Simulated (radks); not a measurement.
Problem. The mean radii <r> (bohr) of the occupied orbitals of an atom or ion are listed with their occupations. Calculated with a radial shooting solver on a logarithmic mesh with Libxc functionals: scalar-relativistic Kohn-Sham, r2SCAN, spin-polarised, spherical densities, finite nucleus; meta-GGA in the generalised Kohn-Sham scheme; Fermi nuclear charge, rms radius of each element as measured or else 0.836 A^(1/3) + 0.57 fm.

orbital  occ.      <r>
1s up       1  0.02666
1s down     1  0.02666
2s up       1   0.1146
2s down     1   0.1146
2p up       3   0.1003
2p down     3   0.1003
3s up       1   0.3057
3s down     1   0.3057
3p up       3   0.3040
3p down     3   0.3040
3d up       5   0.2809
3d down     5   0.2809
4s up       1   0.7174
4s down     1   0.7176
4p up       3   0.7652
4p down     3   0.7651
4d up       5   0.8769
4d down     5   0.8753
5s up       1    1.838
5s down     1    1.840
5p up       3    2.176
5p down     2    2.190

Name the element and its charge. Open shells, if any, are filled with parallel spins first.

Solution. Z = 54, xenon, charge +1: Xe+ in [Kr] 4d10 5s2 5p5. The 1s radius gives Z: for a bare nucleus <r> = (2 gamma + 1)/(2Z) with gamma = sqrt(1 - (Z/c)^2), 0.02628 bohr for Z = 54, and screening makes it slightly larger (0.02666 here). The occupations add up to 53, and the charge is Z minus that.
